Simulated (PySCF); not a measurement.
TeF3, SMILES F[Te+](F)F, charge +1.

The structure is a stationary point at B3LYP-D3(BJ)/def2-SVP. The spin state was assumed, not searched. The isomer is the one that the SMILES or the coordinates give; other isomers of the formula were not compared. The def2 effective core potentials stand for the cores of Te; spin–orbit coupling is left out.

Calculation: PBE/def2-TZVPD (PySCF).

Symmetry labels are those of the subgroup Cs that the program uses (full group C3v).

Computed valence orbital energies around the gap with their symmetry:
```csv
orbital,symmetry,energy (eV)
HOMO−7,A",-19.54
HOMO−6,A',-18.69
HOMO−5,A',-17.48
HOMO−4,A",-17.48
HOMO−3,A',-17.02
HOMO−2,A",-17.02
HOMO−1,A",-16.85
HOMO,A',-16.55
LUMO,A',-10.55
LUMO+1,A",-10.55
LUMO+2,A',-9.36
LUMO+3,A',-4.73
```
